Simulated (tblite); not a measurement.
A geometry optimisation, step by step.

Compound: C₄H₁₃BGe.
Bonds: B1–C2, C2–Ge3, Ge3–C4, Ge3–C5, Ge3–C6. Hydrogens: H7, H8 on B1; H9, H10 on C2; H11, H12, H13 on C4; H14, H15, H16 on C5; H17, H18, H19 on C6.

Computed with GFN2-xTB (tblite), gas phase: L-BFGS steps from a force-field or distance-geometry start until the largest atomic force falls under 0.01 eV/Å. 9 of its 63 geometries are shown.

Step 0: E = -498.1154 eV, largest atomic force 1.733 eV/Å
```
atom  x, y, z in Å  |  force x, y, z in eV/Å
B1      1.313    1.920    1.018    0.025  -0.032  -0.439
C2      1.277    1.039   -0.306    1.083   1.104   0.781
Ge3    -0.145   -0.279   -0.191   -0.389   0.020  -0.034
C4     -0.173   -1.315   -1.840   -0.031  -0.933  -0.298
C5     -1.865    0.627    0.011   -0.602   0.509  -0.062
C6      0.126   -1.464    1.315    0.440  -0.424   0.970
H7      1.144    3.094    0.944   -0.019  -0.409   0.104
H8      1.495    1.425    2.076    0.032   0.115  -0.313
H9      1.124    1.682   -1.179    0.191  -0.295   0.013
H10     2.248    0.507   -0.398   -0.601   0.235  -0.096
H11    -0.993   -2.073   -1.783    0.710   0.577  -0.261
H12     0.796   -1.846   -1.946   -0.727   0.287  -0.217
H13    -0.344   -0.648   -2.687    0.086  -0.394   0.014
H14    -2.016    1.313   -0.857   -0.130  -0.505   0.807
H15    -1.872    1.218    0.951   -0.179  -0.335  -0.687
H16    -2.681   -0.124    0.041    0.363   0.655  -0.029
H17    -0.664   -2.232    1.339    0.470   0.282   0.162
H18     1.120   -1.960    1.219   -0.791   0.248   0.303
H19     0.099   -0.876    2.266    0.066  -0.705  -0.718
```

Step 8: E = -498.3812 eV, largest atomic force 0.197 eV/Å
```
atom  x, y, z in Å  |  force x, y, z in eV/Å
B1      1.343    1.957    1.011   -0.065  -0.017  -0.006
C2      1.329    1.106   -0.284    0.048   0.056   0.030
Ge3    -0.144   -0.259   -0.183   -0.150  -0.106  -0.008
C4     -0.165   -1.333   -1.866    0.008  -0.010  -0.064
C5     -1.899    0.650    0.011   -0.042   0.013   0.007
C6      0.139   -1.490    1.353   -0.002  -0.012   0.010
H7      1.100    3.107    0.981   -0.018  -0.134   0.036
H8      1.534    1.431    2.046    0.101   0.114  -0.125
H9      1.189    1.675   -1.203    0.043   0.001   0.012
H10     2.226    0.499   -0.404    0.023   0.001   0.058
H11    -0.962   -2.068   -1.829   -0.024  -0.003   0.040
H12     0.770   -1.865   -2.013    0.050  -0.001   0.023
H13    -0.334   -0.707   -2.736    0.004   0.051  -0.003
H14    -2.081    1.325   -0.820    0.008   0.019  -0.012
H15    -1.922    1.232    0.928   -0.009  -0.001   0.002
H16    -2.713   -0.070    0.040    0.012  -0.006   0.015
H17    -0.634   -2.253    1.388    0.002   0.021  -0.024
H18     1.101   -1.988    1.284    0.019  -0.007  -0.018
H19     0.114   -0.941    2.289   -0.009   0.020   0.028
```

Step 16: E = -498.3982 eV, largest atomic force 0.179 eV/Å
```
atom  x, y, z in Å  |  force x, y, z in eV/Å
B1      1.326    1.950    0.997    0.108   0.085   0.114
C2      1.326    1.091   -0.285    0.124   0.093   0.064
Ge3    -0.160   -0.261   -0.188   -0.127  -0.083   0.018
C4     -0.163   -1.332   -1.875    0.006   0.012  -0.010
C5     -1.917    0.654    0.011   -0.022   0.024   0.015
C6      0.136   -1.489    1.354   -0.006  -0.020   0.007
H7      1.022    3.079    0.995   -0.120   0.011  -0.056
H8      1.660    1.475    2.014    0.020  -0.037   0.007
H9      1.233    1.660   -1.208   -0.074  -0.054  -0.043
H10     2.230    0.488   -0.350    0.014  -0.095  -0.041
H11    -0.959   -2.071   -1.841    0.005   0.015  -0.003
H12     0.778   -1.857   -2.013    0.010   0.004   0.025
H13    -0.325   -0.699   -2.743   -0.014   0.009   0.012
H14    -2.096    1.334   -0.816    0.004  -0.017  -0.029
H15    -1.941    1.237    0.927    0.037  -0.001   0.029
H16    -2.737   -0.059    0.048    0.043  -0.019  -0.029
H17    -0.633   -2.256    1.390   -0.021   0.014  -0.032
H18     1.098   -1.986    1.281    0.023   0.012  -0.038
H19     0.112   -0.948    2.294   -0.012   0.048  -0.010
```

Step 23: E = -498.4161 eV, largest atomic force 0.093 eV/Å
```
atom  x, y, z in Å  |  force x, y, z in eV/Å
B1      1.349    1.961    1.000   -0.012  -0.038   0.013
C2      1.349    1.076   -0.260   -0.009  -0.078  -0.047
Ge3    -0.176   -0.253   -0.182   -0.033  -0.058  -0.033
C4     -0.161   -1.322   -1.877    0.009   0.039   0.036
C5     -1.934    0.661    0.014    0.030   0.005  -0.004
C6      0.125   -1.486    1.348   -0.004   0.006  -0.002
H7      0.879    3.033    0.993   -0.026  -0.012   0.020
H8      1.811    1.528    1.986   -0.009   0.078   0.050
H9      1.248    1.606   -1.204   -0.025   0.041  -0.030
H10     2.230    0.439   -0.315    0.051  -0.048  -0.061
H11    -0.953   -2.069   -1.857    0.052   0.064   0.013
H12     0.789   -1.838   -1.997   -0.049   0.031  -0.015
H13    -0.319   -0.682   -2.741    0.018  -0.039   0.024
H14    -2.108    1.337   -0.820   -0.011   0.003   0.032
H15    -1.947    1.239    0.933   -0.028   0.003  -0.031
H16    -2.750   -0.057    0.045    0.054   0.020   0.000
H17    -0.640   -2.257    1.383    0.021   0.018   0.010
H18     1.094   -1.971    1.258   -0.031   0.000   0.026
H19     0.104   -0.936    2.284    0.002  -0.034  -0.001
```

Step 31: E = -498.4239 eV, largest atomic force 0.048 eV/Å
```
atom  x, y, z in Å  |  force x, y, z in eV/Å
B1      1.352    1.946    0.998    0.025   0.011  -0.013
C2      1.366    1.054   -0.259   -0.024  -0.036  -0.005
Ge3    -0.180   -0.251   -0.177    0.034   0.006  -0.020
C4     -0.157   -1.306   -1.873    0.001  -0.007  -0.006
C5     -1.932    0.670    0.014   -0.005   0.004   0.002
C6      0.117   -1.488    1.349    0.003  -0.003   0.019
H7      0.797    2.977    0.994   -0.031  -0.012  -0.012
H8      1.878    1.596    1.987   -0.017  -0.023  -0.038
H9      1.246    1.586   -1.202    0.004   0.021   0.024
H10     2.239    0.406   -0.338    0.020   0.030  -0.006
H11    -0.946   -2.053   -1.855    0.011   0.011  -0.002
H12     0.793   -1.821   -1.994   -0.011   0.005   0.006
H13    -0.311   -0.673   -2.742   -0.004   0.014   0.021
H14    -2.116    1.345   -0.817    0.020  -0.004   0.002
H15    -1.958    1.248    0.933   -0.002  -0.001  -0.002
H16    -2.739   -0.058    0.043   -0.003   0.006   0.005
H17    -0.646   -2.260    1.386    0.004   0.005   0.004
H18     1.087   -1.970    1.259   -0.017  -0.013   0.011
H19     0.099   -0.941    2.287   -0.009  -0.013   0.010
```

Step 39: E = -498.4264 eV, largest atomic force 0.064 eV/Å
```
atom  x, y, z in Å  |  force x, y, z in eV/Å
B1      1.350    1.940    0.991   -0.003  -0.007   0.002
C2      1.374    1.051   -0.267   -0.027  -0.019  -0.015
Ge3    -0.172   -0.254   -0.169    0.055   0.023  -0.023
C4     -0.155   -1.301   -1.869   -0.002  -0.016  -0.009
C5     -1.924    0.671    0.016   -0.012   0.010   0.003
C6      0.114   -1.492    1.359    0.004  -0.014   0.023
H7      0.759    2.951    0.979   -0.010   0.012   0.037
H8      1.884    1.595    1.975   -0.007   0.009  -0.008
H9      1.240    1.597   -1.200   -0.004  -0.021  -0.025
H10     2.257    0.418   -0.359   -0.011   0.009  -0.002
H11    -0.945   -2.046   -1.856    0.005   0.008  -0.001
H12     0.793   -1.816   -1.996   -0.010   0.009   0.001
H13    -0.311   -0.658   -2.731    0.003   0.002   0.016
H14    -2.101    1.345   -0.817    0.019  -0.003  -0.002
H15    -1.957    1.251    0.933    0.015   0.001   0.005
H16    -2.733   -0.053    0.042    0.002  -0.004  -0.002
H17    -0.654   -2.260    1.389   -0.010   0.002  -0.004
H18     1.079   -1.982    1.274   -0.005   0.000   0.006
H19     0.092   -0.950    2.299   -0.002   0.001  -0.002
```

Step 46: E = -498.4281 eV, largest atomic force 0.019 eV/Å
```
atom  x, y, z in Å  |  force x, y, z in eV/Å
B1      1.339    1.937    0.982   -0.003  -0.001   0.003
C2      1.375    1.055   -0.281   -0.004   0.002   0.001
Ge3    -0.160   -0.258   -0.163   -0.006   0.002   0.018
C4     -0.153   -1.298   -1.865    0.003   0.002  -0.005
C5     -1.910    0.672    0.018    0.007   0.000  -0.004
C6      0.111   -1.497    1.369    0.000  -0.001  -0.001
H7      0.724    2.934    0.993   -0.001  -0.003  -0.003
H8      1.886    1.595    1.961    0.004   0.000  -0.005
H9      1.229    1.591   -1.218   -0.016   0.008   0.005
H10     2.265    0.434   -0.377   -0.002  -0.002   0.010
H11    -0.946   -2.040   -1.858   -0.001  -0.003   0.002
H12     0.793   -1.813   -2.002    0.004  -0.010  -0.008
H13    -0.310   -0.643   -2.716    0.000  -0.004  -0.016
H14    -2.077    1.345   -0.818    0.002   0.009   0.005
H15    -1.944    1.253    0.935    0.008  -0.004  -0.005
H16    -2.723   -0.049    0.039    0.007   0.003   0.003
H17    -0.666   -2.256    1.389    0.002   0.000   0.004
H18     1.072   -1.997    1.293   -0.002  -0.003   0.002
H19     0.085   -0.955    2.310   -0.003   0.005  -0.006
```

Step 54: E = -498.4284 eV, largest atomic force 0.021 eV/Å
```
atom  x, y, z in Å  |  force x, y, z in eV/Å
B1      1.336    1.937    0.982   -0.002   0.000   0.003
C2      1.372    1.056   -0.281   -0.001  -0.004   0.002
Ge3    -0.158   -0.261   -0.164   -0.010   0.002   0.018
C4     -0.150   -1.299   -1.868   -0.002  -0.008  -0.005
C5     -1.904    0.673    0.018    0.003  -0.003   0.001
C6      0.110   -1.498    1.371   -0.002   0.002  -0.006
H7      0.714    2.929    0.996   -0.002   0.005   0.004
H8      1.891    1.597    1.956    0.002   0.005   0.004
H9      1.217    1.591   -1.217    0.004   0.004   0.004
H10     2.263    0.438   -0.377    0.007   0.004  -0.011
H11    -0.945   -2.039   -1.857   -0.008  -0.013  -0.005
H12     0.793   -1.817   -2.007    0.009  -0.006   0.001
H13    -0.309   -0.645   -2.720   -0.001   0.003  -0.005
H14    -2.070    1.350   -0.816    0.002  -0.004   0.005
H15    -1.935    1.253    0.936    0.005  -0.006  -0.002
H16    -2.718   -0.046    0.039   -0.004   0.011  -0.001
H17    -0.669   -2.256    1.393    0.002   0.003   0.002
H18     1.070   -2.002    1.299   -0.004   0.004   0.001
H19     0.082   -0.953    2.310    0.001  -0.001  -0.010
```

Step 62: E = -498.4287 eV, largest atomic force 0.007 eV/Å
```
atom  x, y, z in Å  |  force x, y, z in eV/Å
B1      1.333    1.937    0.985    0.001   0.001  -0.002
C2      1.367    1.057   -0.279    0.003   0.006  -0.001
Ge3    -0.157   -0.267   -0.167   -0.004   0.000  -0.004
C4     -0.150   -1.305   -1.872    0.000  -0.002   0.002
C5     -1.899    0.674    0.018    0.001   0.002   0.003
C6      0.107   -1.500    1.371   -0.001   0.003  -0.005
H7      0.704    2.926    1.002    0.000  -0.005   0.001
H8      1.897    1.604    1.956    0.000  -0.002   0.000
H9      1.208    1.596   -1.212   -0.004   0.003  -0.001
H10     2.264    0.447   -0.383   -0.001  -0.002   0.003
H11    -0.944   -2.046   -1.863   -0.001  -0.001   0.000
H12     0.794   -1.823   -2.012    0.002   0.000   0.002
H13    -0.307   -0.650   -2.724    0.001  -0.003   0.001
H14    -2.060    1.355   -0.812   -0.002  -0.001  -0.001
H15    -1.922    1.250    0.938    0.000   0.003   0.005
H16    -2.720   -0.037    0.039    0.001   0.001  -0.005
H17    -0.672   -2.256    1.398   -0.001   0.002  -0.001
H18     1.067   -2.005    1.303    0.001   0.001   0.002
H19     0.080   -0.948    2.306    0.004  -0.003   0.001
```

Task: Summarise the path.

Result: The energy falls by 7.23 kcal/mol from step 0 to step 62; nine tenths of that is first reached at step 16. It falls at every step. The largest force goes from 1.733 to 0.007 eV/Å. Among the bonds C2–Ge3 changes most, from 1.942 to 2.022 Å; the atoms move by 0.168 Å rms after alignment.

Task: Follow the three bonds and two angles with the largest change from start to end.

Result: 
```csv
step,E above end (kcal/mol),largest force (eV/Å),C2–Ge3 (Å),Ge3–C6 (Å),B1–C2 (Å),B1–C2–H10 (°),Ge3–C2–H9 (°)
0,7.23,1.733,1.942,1.936,1.590,108.3,110.1
3,2.59,0.255,1.999,1.963,1.541,112.1,106.7
5,1.69,0.339,2.008,1.965,1.538,113.4,106.3
8,1.10,0.197,2.011,1.989,1.549,113.0,107.6
11,0.97,0.106,2.028,1.994,1.546,112.9,107.9
13,0.89,0.155,2.026,1.994,1.542,112.6,108.2
16,0.70,0.179,2.011,1.993,1.543,110.9,109.2
19,0.48,0.130,2.025,1.987,1.547,110.9,107.9
22,0.33,0.135,2.029,1.987,1.540,112.0,106.6
24,0.25,0.135,2.019,1.988,1.540,112.4,106.4
27,0.16,0.072,2.019,1.985,1.543,113.3,105.9
30,0.12,0.082,2.025,1.985,1.543,114.1,105.5
32,0.11,0.048,2.022,1.987,1.542,114.1,105.5
35,0.08,0.077,2.018,1.990,1.542,114.2,105.8
38,0.06,0.050,2.025,1.988,1.541,114.6,105.7
40,0.05,0.060,2.026,1.987,1.540,114.7,105.6
43,0.03,0.060,2.022,1.990,1.540,114.8,105.6
46,0.02,0.019,2.024,1.989,1.541,114.7,105.5
49,0.01,0.032,2.024,1.988,1.540,114.7,105.4
51,0.01,0.029,2.022,1.989,1.540,114.6,105.4
54,0.01,0.021,2.022,1.990,1.540,114.6,105.2
57,0.00,0.013,2.022,1.989,1.540,114.7,105.2
59,0.00,0.020,2.021,1.989,1.541,114.6,105.2
62,0.00,0.007,2.022,1.989,1.541,114.6,105.2
```

What follows is the cost of the whole relaxation. On Arm Neoverse N1, one thread, no GPU, shared host, this took 0.66 s wall.
